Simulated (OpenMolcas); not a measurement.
Ir6+ among 4 point charges of -2 e arranged as a tetrahedron (Td).

- Program: OpenMolcas 26.06
- Method: SS-CASPT2, IPEA 0.25 Eh, imaginary shift 0.1 Eh (closed shells correlated: 4f 5s 5p)
- Basis: ANO-RCC-VDZP [7s6p4d2f]
- Scalar Hamiltonian: DKH2, point nucleus
- Active space: 3 electrons in 5 orbitals (5d)
- State averaging: 2S+1 = 4 even, 10 roots; 2S+1 = 2 even, 40 roots
- Spin-orbit coupling: state interaction with AMFI integrals over the reference wave functions

All point charges move together. At R = 1.92 Å the first state of the same spin is 2630 cm-1, and at R = 2.03 Å it is 2010 cm-1.

Q: A third run gives 4050 cm-1. What distance was it run at?

A: With a power law R^-n the two known points give n = -ln(2010 / 2630) / ln(2.03 / 1.92) = 4.83. Then R = 1.92 × (2630 / 4050)^(1/4.83) = 1.756 Å. The run was at 1.76 Å, so the estimate is off by -0.004 Å.

Roots that are degenerate in the reference are averaged as groups; the widest CASPT2 spread within a group is 150 cm-1 (the 3-fold group of multiplicity 4 near 2010 cm-1 above the lowest state of its run, R = 2.03). Shifts and gaps below about the spread of the groups concerned are not significant. Point charges give a weaker field than real ligands, and real ions of this kind are as a rule low spin; the high spin found here belongs to the model. Free-ion shares, where given, are those of the reference states; single-state CASPT2 does not remix them. Spin-orbit coupling mixes the spin-free states strongly: the lowest level takes only 51 % from its leading state, 4T1 (figures for R = 1.76; the like holds for R = 1.92, R = 2.03). This is an electrostatic model: the charges have no orbitals. No measured value stands beside these numbers.
